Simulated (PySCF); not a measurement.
C6H7 (SMILES [CH]1C=CC=CC1), doublet (typed; the unrestricted solution is spin-contaminated), at a GFN2-xTB geometry, with bond 8-2 at 2.2 times its length; HF/STO-3G run with PySCF.

Input for PySCF:
```python
from pyscf import gto, scf

mol = gto.M(
    atom='''
C    -0.779652   -1.146861    0.062529
C     0.559104   -1.284788    0.224908
C     1.421463   -0.178137    0.176467
C     0.891817    1.102959   -0.044784
C    -0.438764    1.299552   -0.213789
C    -1.418846    0.177810   -0.176143
H    -1.435288   -2.004379    0.101425
H     1.484646   -3.443882    0.601350
H     2.482961   -0.311164    0.308247
H     1.566885    1.947044   -0.079860
H    -0.837021    2.289145   -0.383521
H    -2.176997    0.371255    0.601233
H    -1.991070    0.151087   -1.118677
''',
    basis='sto-3g',
    charge=0,
    spin=1,
    verbose=4,
)

mf = scf.UHF(mol)
mf.kernel()
mo_i, mo_e, stable_i, stable_e = mf.stability(internal=True, external=True, return_status=True, nroots=6, tol=1e-6)
print('internally stable:', stable_i, ' externally stable:', stable_e)
if not stable_i:
    umf = mf.copy()
    umf.scf_summary = {}
    umf.kernel(umf.make_rdm1(mo_i, mf.mo_occ))
mf.analyze()
```

### Question
What does PySCF print? Leave out banner, timings and long lists.

### Answer

```
PySCF version 2.14.0

[INPUT] verbose = 4
[INPUT] num. atoms = 13
[INPUT] num. electrons = 43
[INPUT] charge = 0
[INPUT] spin (= nelec alpha-beta = 2S) = 1
[INPUT] symmetry False subgroup None
[INPUT] Mole.unit = angstrom
[INPUT] Symbol           X                Y                Z      unit          X                Y                Z       unit  Magmom
[INPUT]  1 C     -0.779652000000  -1.146861000000   0.062529000000 AA   -1.473328752469  -2.167253192945   0.118162684843 Bohr   0.0
[INPUT]  2 C      0.559104000000  -1.284788000000   0.224908000000 AA    1.056553435149  -2.427897448128   0.425014523224 Bohr   0.0
[INPUT]  3 C      1.421463000000  -0.178137000000   0.176467000000 AA    2.686175766203  -0.336630142652   0.333474300024 Bohr   0.0
[INPUT]  4 C      0.891817000000   1.102959000000  -0.044784000000 AA    1.685289883231   2.084290436624  -0.084629494763 Bohr   0.0
[INPUT]  5 C     -0.438764000000   1.299552000000  -0.213789000000 AA   -0.829143793319   2.455797364631  -0.404002658445 Bohr   0.0
[INPUT]  6 C     -1.418846000000   0.177810000000  -0.176143000000 AA   -2.681230352935   0.336012202209  -0.332862028759 Bohr   0.0
[INPUT]  7 H     -1.435288000000  -2.004379000000   0.101425000000 AA   -2.712301229875  -3.787727359830   0.191665472184 Bohr   0.0
[INPUT]  8 H      1.484646000000  -3.443882000000   0.601350000000 AA    2.805574331931  -6.507993785319   1.136386805007 Bohr   0.0
[INPUT]  9 H      2.482961000000  -0.311164000000   0.308247000000 AA    4.692116267976  -0.588014739824   0.582502408719 Bohr   0.0
[INPUT] 10 H      1.566885000000   1.947044000000  -0.079860000000 AA    2.960983518689   3.679379912478  -0.150913528308 Bohr   0.0
[INPUT] 11 H     -0.837021000000   2.289145000000  -0.383521000000 AA   -1.581740450510   4.325857109417  -0.724749653019 Bohr   0.0
[INPUT] 12 H     -2.176997000000   0.371255000000   0.601233000000 AA   -4.113928104000   0.701570272375   1.136165707051 Bohr   0.0
[INPUT] 13 H     -1.991070000000   0.151087000000  -1.118677000000 AA   -3.762576994838   0.285513050982  -2.113993151850 Bohr   0.0

nuclear repulsion = 207.74601636579
number of shells = 25
number of NR pGTOs = 111
number of NR cGTOs = 37
basis = sto-3g
ecp = {}

******** <class 'pyscf.scf.uhf.UHF'> ********
method = UHF
initial guess = minao
damping factor = 0
level_shift factor = 0
DIIS = <class 'pyscf.scf.diis.CDIIS'>
diis_start_cycle = 1
diis_space = 8
diis_damp = 0
SCF conv_tol = 1e-09
SCF conv_tol_grad = None
SCF max_cycles = 50
direct_scf = True
direct_scf_tol = 1e-13
number electrons alpha = 22  beta = 21
Set gradient conv threshold to 3.16228e-05
init E= -229.772277762286

cycle= 1 E= -227.921325715413  delta_E= 1.85  |g|= 0.336  |ddm|= 3.35
cycle= 2 E= -228.136643572495  delta_E= -0.215  |g|= 0.337  |ddm|=  1.6
cycle= 3 E= -228.213034958075  delta_E= -0.0764  |g|= 0.142  |ddm|= 0.352
cycle= 4 E= -228.24366391576  delta_E= -0.0306  |g|= 0.0822  |ddm|= 0.262
cycle= 5 E= -228.261461239384  delta_E= -0.0178  |g|= 0.0635  |ddm|= 0.205
cycle= 6 E= -228.280274005285  delta_E= -0.0188  |g|= 0.0274  |ddm|= 0.363
cycle= 7 E= -228.282369530495  delta_E= -0.0021  |g|= 0.0118  |ddm|= 0.104
cycle= 8 E= -228.282785186345  delta_E= -0.000416  |g|= 0.00528  |ddm|= 0.0456
cycle= 9 E= -228.282868858769  delta_E= -8.37e-05  |g|= 0.00207  |ddm|= 0.0268
cycle= 10 E= -228.282879056771  delta_E= -1.02e-05  |g|= 0.000896  |ddm|= 0.00766
cycle= 11 E= -228.28288131209  delta_E= -2.26e-06  |g|= 0.000321  |ddm|= 0.00509
cycle= 12 E= -228.28288157356  delta_E= -2.61e-07  |g|= 9.76e-05  |ddm|= 0.00164
cycle= 13 E= -228.28288159477  delta_E= -2.12e-08  |g|= 3.17e-05  |ddm|= 0.000461
cycle= 14 E= -228.282881596656  delta_E= -1.89e-09  |g|= 1.06e-05  |ddm|= 0.000101
cycle= 15 E= -228.282881596869  delta_E= -2.12e-10  |g|= 2.4e-06  |ddm|= 3.8e-05
Extra cycle  E= -228.282881596876  delta_E= -6.82e-12  |g|= 1.32e-06  |ddm|= 4.26e-06
converged SCF energy = -228.282881596876  <S^2> = 2.4599626  2S+1 = 3.2923928
uhf_internal: lowest eigs of H = [0.4419112  0.49208451 0.52404028 0.59327741 0.63606707 0.63662482]
<class 'pyscf.scf.uhf.UHF'> wavefunction is stable in the internal stability analysis
uhf_real2complex: lowest eigs of H = [0.25022156 0.30202906 0.3247525  0.32806914 0.33647344 0.36091199]
<class 'pyscf.scf.uhf.UHF'> wavefunction is stable in the real -> complex stability analysis
uhf_external: lowest eigs of H = [-1.73999812e-02 -3.02698549e-08  2.69026382e-02  6.75805117e-02
  1.24443593e-01  1.44712526e-01]
<class 'pyscf.scf.uhf.UHF'> wavefunction has an UHF/UKS -> GHF/GKS instability
internally stable: True  externally stable: False
**** SCF Summaries ****
Total Energy =                        -228.282881596875541
Nuclear Repulsion Energy =             207.746016365790069
One-electron Energy =                 -720.759320517897550
Two-electron Energy =                  284.730422555231939
Two-electron Coulomb Energy =          318.674132469497465
DFT Exchange-Correlation Energy =      -33.943709914265526
**** MO energy ****
                             alpha | beta                alpha | beta
MO #1   energy= -11.0585558160907  | -11.050347157228   occ= 1 | 1
MO #2   energy= -11.0325808547166  | -11.0284263827639  occ= 1 | 1
MO #3   energy= -11.0125897223576  | -11.025519117142   occ= 1 | 1
MO #4   energy= -11.0040231610047  | -11.0210539448846  occ= 1 | 1
MO #5   energy= -11.001958564782   | -11.0112009354344  occ= 1 | 1
MO #6   energy= -10.9958035846894  | -10.9636047149175  occ= 1 | 1
MO #7   energy= -1.07972073256958  | -1.08540922171181  occ= 1 | 1
MO #8   energy= -0.958647695657055 | -0.967202734424962 occ= 1 | 1
MO #9   energy= -0.94942349008375  | -0.946137250346881 occ= 1 | 1
MO #10  energy= -0.771482898607681 | -0.799407839267138 occ= 1 | 1
MO #11  energy= -0.739119966720805 | -0.723121745052582 occ= 1 | 1
MO #12  energy= -0.644078370243831 | -0.64090812296394  occ= 1 | 1
MO #13  energy= -0.585243438878083 | -0.576173491174529 occ= 1 | 1
MO #14  energy= -0.547286085808584 | -0.568323174370567 occ= 1 | 1
MO #15  energy= -0.537045927507115 | -0.538268915135575 occ= 1 | 1
MO #16  energy= -0.517544854410923 | -0.517077710085299 occ= 1 | 1
MO #17  energy= -0.502578063969171 | -0.46554898006882  occ= 1 | 1
MO #18  energy= -0.456461319237438 | -0.423681729284663 occ= 1 | 1
MO #19  energy= -0.428020325608707 | -0.420890403202125 occ= 1 | 1
MO #20  energy= -0.41129696548822  | -0.361096418681165 occ= 1 | 1
MO #21  energy= -0.334974334914004 | -0.262092580158435 occ= 1 | 1
MO #22  energy= -0.334545327264044 | 0.240412705860831  occ= 1 | 0
MO #23  energy= 0.266080231227904  | 0.347126751549291  occ= 0 | 0
MO #24  energy= 0.364561362656883  | 0.364974950338017  occ= 0 | 0
MO #25  energy= 0.470854791491467  | 0.471566521545933  occ= 0 | 0
MO #26  energy= 0.610311005207835  | 0.605058854062934  occ= 0 | 0
MO #27  energy= 0.648499751626314  | 0.634355796884872  occ= 0 | 0
MO #28  energy= 0.699869408193064  | 0.690354606792602  occ= 0 | 0
MO #29  energy= 0.732672080833042  | 0.71009417771743   occ= 0 | 0
MO #30  energy= 0.736028385500796  | 0.716080587212786  occ= 0 | 0

To work with the spin densities directly, `use mulliken_meta_spin()` only printing them here.

 ** Mulliken spin pop alpha/beta on meta-lowdin orthogonal AOs **
 ** Mulliken Spin Density (per AO)  **
spin_pop of  0 C 1s        0.00003
spin_pop of  0 C 2s       -0.08165
spin_pop of  0 C 2px      -0.06658
spin_pop of  0 C 2py      -0.07201
spin_pop of  0 C 2pz      -0.69892
spin_pop of  1 C 1s       -0.00002
spin_pop of  1 C 2s        0.26562
spin_pop of  1 C 2px       0.18787
spin_pop of  1 C 2py       0.63542
spin_pop of  1 C 2pz       0.59342
spin_pop of  2 C 1s        0.00003
spin_pop of  2 C 2s       -0.08038
spin_pop of  2 C 2px      -0.06086
spin_pop of  2 C 2py      -0.07938
spin_pop of  2 C 2pz      -0.66041
spin_pop of  3 C 1s       -0.00002
spin_pop of  3 C 2s        0.07102
spin_pop of  3 C 2px       0.06173
spin_pop of  3 C 2py       0.07232
spin_pop of  3 C 2pz       0.52742
spin_pop of  4 C 1s        0.00003
spin_pop of  4 C 2s       -0.07128
spin_pop of  4 C 2px      -0.05866
spin_pop of  4 C 2py      -0.05539
spin_pop of  4 C 2pz      -0.66337
spin_pop of  5 C 1s       -0.00001
spin_pop of  5 C 2s        0.03898
spin_pop of  5 C 2px       0.05395
spin_pop of  5 C 2py       0.08458
spin_pop of  5 C 2pz       0.04779
spin_pop of  6 H 1s        0.06808
spin_pop of  7 H 1s        0.99909
spin_pop of  8 H 1s        0.06154
spin_pop of  9 H 1s       -0.03967
spin_pop of  10 H 1s        0.05251
spin_pop of  11 H 1s       -0.06640
spin_pop of  12 H 1s       -0.06640
 ** Mulliken Spin Density (per atom)  **
spin density of  0 C =     -0.91913
spin density of  1 C =      1.68231
spin density of  2 C =     -0.88099
spin density of  3 C =      0.73246
spin density of  4 C =     -0.84868
spin density of  5 C =      0.22530
spin density of  6 H =      0.06808
spin density of  7 H =      0.99909
spin density of  8 H =      0.06154
spin density of  9 H =     -0.03967
spin density of  10 H =      0.05251
spin density of  11 H =     -0.06640
spin density of  12 H =     -0.06640
 ** Mulliken pop alpha/beta on meta-lowdin orthogonal AOs **
 ** Mulliken pop       alpha | beta **
pop of  0 C 1s        0.99993 | 0.99990
pop of  0 C 2s        0.47647 | 0.55812
pop of  0 C 2px       0.47194 | 0.53852
pop of  0 C 2py       0.45654 | 0.52855
pop of  0 C 2pz       0.15818 | 0.85711
pop of  1 C 1s        0.99992 | 0.99995
pop of  1 C 2s        0.69403 | 0.42841
pop of  1 C 2px       0.58577 | 0.39790
pop of  1 C 2py       0.77213 | 0.13671
pop of  1 C 2pz       0.78670 | 0.19328
pop of  2 C 1s        0.99993 | 0.99990
pop of  2 C 2s        0.47285 | 0.55323
pop of  2 C 2px       0.47615 | 0.53701
pop of  2 C 2py       0.45710 | 0.53648
pop of  2 C 2pz       0.17543 | 0.83584
pop of  3 C 1s        0.99990 | 0.99992
pop of  3 C 2s        0.54149 | 0.47048
pop of  3 C 2px       0.53911 | 0.47738
pop of  3 C 2py       0.53754 | 0.46523
pop of  3 C 2pz       0.76866 | 0.24124
pop of  4 C 1s        0.99993 | 0.99990
pop of  4 C 2s        0.48123 | 0.55251
pop of  4 C 2px       0.47112 | 0.52978
pop of  4 C 2py       0.46925 | 0.52464
pop of  4 C 2pz       0.16829 | 0.83166
pop of  5 C 1s        0.99989 | 0.99989
pop of  5 C 2s        0.52430 | 0.48532
pop of  5 C 2px       0.53471 | 0.48076
pop of  5 C 2py       0.53813 | 0.45355
pop of  5 C 2pz       0.53944 | 0.49165
pop of  6 H 1s        0.51938 | 0.45130
pop of  7 H 1s        0.99975 | 0.00067
pop of  8 H 1s        0.51377 | 0.45224
pop of  9 H 1s        0.46244 | 0.50211
pop of  10 H 1s        0.51103 | 0.45853
pop of  11 H 1s        0.44878 | 0.51518
pop of  12 H 1s        0.44878 | 0.51518
In total            22.00000 | 21.00000
 ** Mulliken atomic charges   ( Nelec_alpha | Nelec_beta ) **
charge of  0C =     -0.04525  (     2.56306      3.48219 )
charge of  1C =      0.00520  (     3.83856      2.15625 )
charge of  2C =     -0.04391  (     2.58146      3.46245 )
charge of  3C =     -0.04094  (     3.38670      2.65424 )
charge of  4C =     -0.02831  (     2.58982      3.43849 )
charge of  5C =     -0.04764  (     3.13647      2.91117 )
charge of  6H =      0.02933  (     0.51938      0.45130 )
charge of  7H =     -0.00042  (     0.99975      0.00067 )
charge of  8H =      0.03399  (     0.51377      0.45224 )
charge of  9H =      0.03546  (     0.46244      0.50211 )
charge of  10H =      0.03044  (     0.51103      0.45853 )
charge of  11H =      0.03603  (     0.44878      0.51518 )
charge of  12H =      0.03603  (     0.44878      0.51518 )
Dipole moment(X, Y, Z, Debye): -0.29469,  0.29249, -0.06930
```
